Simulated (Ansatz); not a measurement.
`O[SiH2][SiH](O)Cl` + `O[SiH](O)S` → `O[SiH](O)S[SiH](O)Cl` + `O[SiH3]`  (cleavage of the Si–Si bond)

Gas-phase electronic energies from Ansatz, PBE0-D4/def2-TZVP geometries. CCSD(T)/CBS is the MP2 limit (def2-TZVPP, def2-QZVPP) plus CCSD(T) − MP2 in def2-TZVPP, frozen cores. DFT in def2-TZVPP. B3LYP here is the variant with VWN-RPA as its local correlation; programs differ in this. Each species was taken in one conformer, which may not be the lowest.

`O[SiH2][SiH](O)Cl`:

Cartesian coordinates in Å:
```
O 1.152 -0.524 -1.725
Si -0.414 -0.179 -1.338
Si -0.433 0.380 0.943
O 0.866 -0.473 1.494
Cl -0.135 2.401 1.245
H 1.694 -0.851 -1.003
H -1.314 -1.347 -1.564
H -0.870 0.939 -2.198
H -1.655 0.057 1.726
H 1.108 -0.404 2.420
```

`O[SiH](O)S`:

Z-matrix (Å, degrees):
```
Si
O 1 1.629
S 1 2.137 2 115.3
O 1 1.641 2 106.1 3 -122.0
H 1 1.476 2 107.0 3 115.4
H 2 0.959 1 117.6 3 88.8
H 3 1.345 1 94.4 2 -64.7
H 4 0.959 1 116.5 2 161.4
```

`O[SiH](O)S[SiH](O)Cl`:

Cartesian coordinates in Å:
```
O -2.600 -1.230 0.940
Si -1.139 -0.519 0.899
O -0.089 -1.465 1.712
S -0.542 -0.321 -1.167
Si 0.941 1.171 -0.988
O 1.765 1.288 -2.385
Cl 2.230 0.699 0.569
H -2.639 -2.180 0.821
H -1.286 0.830 1.479
H 0.844 -1.267 1.595
H 0.418 2.512 -0.687
H 2.098 0.484 -2.789
```

`O[SiH3]`:

```xyz
6

O    -1.233    0.133   -0.324
Si    0.303   -0.165    0.193
H    -1.364    0.844   -0.952
H     1.201   -0.532   -0.937
H     0.200   -1.297    1.141
H     0.892    1.018    0.879
```

```
             level  ΔE (kJ/mol)  difference from CCSD(T)/CBS
            PBE-D4        -78.4                         12.4
         r2SCAN-D4        -88.9                          1.9
          B3LYP-D4        -86.5                          4.3
           ωB97X-V        -85.2                          5.6
           ωB97M-V        -92.4                         -1.6
            B2PLYP        -86.3                          4.5
               PBE        -72.9                         17.9
            r2SCAN        -87.4                          3.4
             B3LYP        -77.3                         13.5
     HF/def2-TZVPP        -87.1                          3.7
    MP2/def2-TZVPP       -100.4                         -9.6
SCS-MP2/def2-TZVPP        -95.2                         -4.4
   CCSD/def2-TZVPP        -86.2                          4.6
CCSD(T)/def2-TZVPP        -88.4                          2.4
      HF/CBS(def2)        -87.9                          2.9
     MP2/CBS(def2)       -102.7                        -11.9
       CCSD(T)/CBS        -90.8                            0
```

Largest T1 diagnostic among the species: 0.012.

The D4 term adds −9.2 kJ/mol with B3LYP and −5.0 kJ/mol with PBE0; it sums over pairs of atoms, weighted by their polarisabilities, and B3LYP, whose exchange is more repulsive, gets the larger term. From PBE to PBE0 (25 % exact exchange), in def2-TZVPP and without D4, ΔE moves by −5.6 kJ/mol.
